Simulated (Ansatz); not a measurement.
The cluster B₅H₃, relaxed as a singlet with RKS PBE-D4/def2-SVP in Ansatz, starting from the GFN2-xTB geometry. Force threshold 0.02 eV/Å.

The structure comes from a short search, and lower isomers may exist.

Start:

```xyz
8

B    -0.521   -0.343   -0.288
B     0.707    0.544    0.740
B     0.108   -0.437   -1.809
B     0.977    0.278   -0.779
B    -0.877   -0.113    1.161
H    -0.192   -0.876   -2.848
H    -1.454   -0.101    2.173
H     1.253    1.047    1.649
```

| step | energy (eV) | largest force component (eV/Å) | SCF passes |
| --- | --- | --- | --- |
| 1 | -3418.2889 | 1.049 | 26 |
| 2 | -3418.5015 | 0.605 | 31 |
| 3 | -3418.5649 | 0.299 | 31 |
| 4 | -3418.5710 | 0.132 | 31 |
| 5 | -3418.5733 | 0.039 | 31 |
| 6 | -3418.5734 | 0.020 | 24 |
| 7 | -3418.5735 | 0.009 | 23 |

Force components are those of the run's own axes.

End:

Cartesian coordinates in Å:
```
B -0.431 -0.286 -0.276
B 0.698 0.535 0.719
B 0.161 -0.434 -1.881
B 1.070 0.294 -0.826
B -0.933 -0.131 1.182
H -0.283 -0.924 -2.884
H -1.459 -0.091 2.259
H 1.178 1.037 1.706
```

By distances, no bond broke or formed. The bond that changes most is B1–B2, from 1.83 to 1.71 Å (atoms count from 1).

No frequencies were taken in this run, so the end may be a saddle point.

Run time 4.6 s (4 threads of Intel Xeon on a shared host).
